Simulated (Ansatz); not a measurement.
C₃H₁₀BN (`BN(C)CC`). Charge 0, multiplicity 1.

Z-matrix (Å, degrees):
```
C
N 1 1.447
H 1 1.096 2 110.8
H 1 1.096 2 110.8 3 119.3
H 1 1.088 2 109.9 3 -120.3
C 2 1.455 1 111.5 3 -59.6
B 2 1.386 1 122.0 3 120.4
C 6 1.510 2 115.7 1 -179.6
H 6 1.099 2 108.0 1 -56.6
H 6 1.099 2 108.0 1 57.3
H 7 1.194 2 120.9 1 -180.0
H 7 1.198 2 118.0 1 0.1
H 8 1.092 6 109.0 2 179.8
H 8 1.091 6 111.7 2 60.3
H 8 1.091 6 111.7 2 -60.6
```

Task: List the harmonic frequencies (cm⁻¹, unscaled) at PBE0-D4/def2-TZVP in Ansatz. (Best estimate.)

Result: Computed: 97, 206, 286, 309, 356, 430, 485, 538, 809, 811, 927, 987, 1016, 1088, 1129, 1132, 1178, 1228, 1247, 1318, 1381, 1412, 1445, 1480, 1480, 1482, 1488, 1500, 1558, 2580, 2665, 3004, 3020, 3027, 3061, 3068, 3135, 3143, 3161.

Task: Is this a minimum?

Result: Yes, all 39 modes are real.

Task: Give the ideal-gas thermochemistry at 298.15 K and 1 bar (rigid rotor, harmonic oscillator; point group Cs, symmetry number 1).

Result: Zero-point energy 350.9 kJ/mol; H(298) − E = 370.4 kJ/mol; entropy 323.3 J/(mol·K), of which translation 162.0, rotation 107.5, vibration 53.8; G(298) − E = 274.1 kJ/mol. Modes under 100 cm⁻¹ are hindered rotations or soft bends, so the harmonic entropy is rough.
